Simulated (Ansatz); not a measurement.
H$_{2}$CdO$_{2}$, singlet, at a GFN2-xTB geometry (such geometries of metal compounds can be far from the true shape) (core potentials on Cd); PBE/def2-SVPD (Ansatz, a first-principles code).

Here is a job for Ansatz.
Ansatz 0.2 input:
```yaml
crystal:
  periodic: [false, false, false]
  atoms:
    - {symbol: Cd, position_ang: [-0.06131591, 0.17713117, -0.03154732]}
    - {symbol: O, position_ang: [1.48331787, -0.29393653, -1.06335818]}
    - {symbol: H, position_ang: [1.82442301, 0.38638827, -1.65017365]}
    - {symbol: O, position_ang: [-1.11175938, -0.77943246, 1.25452673]}
    - {symbol: H, position_ang: [-1.85372747, -0.30173271, 1.63509637]}
basis:
  gaussian:
    orbitals: def2-SVPD
hamiltonian:
  xc: pbe
```

Task: Write the output that Ansatz gives for this input, abridged.

Result: 
```
Functional definition: PBE
810 factors; their error is unknown
mean field evaluation 1: about -8665.7892 eV, gradient 9.6e1 eV
mean field evaluation 2: about -8447.7790 eV, gradient 2.7e2 eV
mean field evaluation 4: about -8683.0506 eV, gradient 1.6e1 eV
mean field evaluation 8: about -8683.4596 eV, gradient 8.6e-2 eV
mean field evaluation 16: about -8683.4369 eV, gradient 5.1e-5 eV
mean field -8683.43685290 eV, -319.1104184990 hartree, gradient 5.1e-5 eV, S^2 0.000000; 0 other end points of the search recorded, 0 dependent functions left out
reference -8683.43689344 eV, -319.1104199890 hartree; 19, 19 occupied and 77, 77 virtual orbitals, 810 factors
Total energy: -8683.43689344 eV, -319.1104199890 hartree
```
